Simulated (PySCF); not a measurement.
**C₆ coefficients of unlike pairs at PBE0**

Calculated with PySCF 2.14 from the dipole response of each species, C₆(A,B) = (3/π) ∫ α_A(iu) α_B(iu) du, in atomic units, from isotropic polarisabilities. For ions this is the dispersion term alone; charge-induced terms of lower order in 1/R come first.

| species | configuration | basis | relativity | α (bohr³) | C₆ (like pair) |
| --- | --- | --- | --- | --- | --- |
| Cl | [Ne] 3s2 3p5 (2P) | def2-TZVPPD (6s6p4d1f) | none | 14.95 | 94.39 |
| Al²⁺ | [Ne] 3s1 (2S) | aug-cc-pV(T+d)Z (6s5p4d2f) | none | 14.08 | 38.35 |
| S²⁺ | [Ne] 3s2 3p2 (3P) | aug-cc-pwCVTZ (8s7p5d3f) | none | 7.332 | 26.57 |
| Br³⁺ | [Ar] 3d10 4s2 4p2 (3P) | aug-cc-pVTZ-PP with one added diffuse shell each of s, d, f type with ECP10MDF (7s5p5d3f) | core potential | 6.050 | 22.26 |

**Question.** Estimate C₆ for Al²⁺ with Cl.

**Answer.** The integral gives 56.18. The combination rule 2 C_A C_B / (C_A α_B/α_A + C_B α_A/α_B) gives 55.85 and the geometric mean 60.17.

No spin-orbit coupling is included.

The other pairs:

| pair | C₆ |
| --- | --- |
| Br³⁺, Cl | 45.25 |
| S²⁺, Al²⁺ | 29.06 |
| Br³⁺, Al²⁺ | 25.49 |
| S²⁺, Cl | 49.96 |
| Br³⁺, S²⁺ | 24.20 |
